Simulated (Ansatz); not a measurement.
`[CH3][GeH3]` + H• → `[CH3][GeH2]`• + H₂  (hydrogen abstraction from a Ge–H bond)

Gas-phase electronic energies from Ansatz, PBE0-D4/def2-TZVP geometries. CCSD(T)/CBS is the MP2 limit (def2-TZVPP, def2-QZVPP) plus CCSD(T) − MP2 in def2-TZVPP, frozen cores. This one scheme is used for every species, atoms too. Functionals use def2-TZVPP. HSE06 is defined as in plane-wave codes. Open shells (•) are unrestricted, without spin–orbit coupling. For Ge outer-core shells are correlated without core-valence functions, so the limit isn't a true one: a few kJ/mol of doubt a bond, and 10 to 20 or more in all where bonds break to atoms. Scalar relativity is left out up to krypton.

```
         level  ΔE (kcal/mol)
     revPBE-D4          -20.9
         HSE06          -18.0
MP2/def2-TZVPP          -15.8
 HF/def2-QZVPP          -14.0
```

Problem. What does CCSD(T)/CBS give? (Estimate.)

Solution. The calculation gave: -18.3 kcal/mol. The listed levels differ from it by -2.6, 0.3, 2.5, 4.3 kcal/mol.

Largest T1 diagnostic among the species: 0.011.

At CCSD(T), def2-SVP lies +2.0 kcal/mol from the extrapolated value and def2-TZVPP +0.1 kcal/mol. In def2-TZVPP, CCSD(T) changes the Hartree–Fock value by −4.4 kcal/mol (the triples alone add +0.3 kcal/mol) and MP2 by −2.0 kcal/mol. From BLYP to BHLYP (50 % exact exchange), in def2-TZVPP and without D4, ΔE moves by +3.1 kcal/mol.
